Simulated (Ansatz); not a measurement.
The cluster Cs₃Br₂. The state is a doublet with charge 0. Geometry PBE0-D4/def2-SVP, basis def2-TZVP, Ansatz.

```csv
atom,x (Å),y (Å),z (Å)
Cs1,2.743,2.169,0.591
Cs2,-2.526,2.481,0.225
Cs3,-0.130,-2.746,-0.466
Br4,-2.849,-0.775,-0.436
Br5,2.762,-1.129,0.086
```

```
run  HOMO (eV)  LUMO (eV)
  A      -2.47      -1.43
  B      -2.56      -1.18
  C      -3.27      -0.25
  D      -2.14      -1.31
```

In the def2 sets Cs takes a core potential; there is no spin–orbit coupling. B3LYP takes the VWN-RPA correlation. Another isomer (doublet) lies 0.23 eV lower at PBE0-D4/def2-TZVP; other spin states weren't run for this one.

HOMO and LUMO are taken over both spins.

Task: The runs used B3LYP, PBE0, r2SCAN, ωB97M-V. Estimate which is which.

Result: A B3LYP (20 % exact exchange); B PBE0 (25 % exact exchange); C ωB97M-V (range-separated); D r2SCAN (0 % exact exchange). Exact exchange lowers occupied and raises empty levels; among semilocal functionals meta-GGAs tend to open the gap a little, and such runs are hard to tell apart. The gap grows from 0.84 eV (r2SCAN) to 3.02 eV (ωB97M-V).
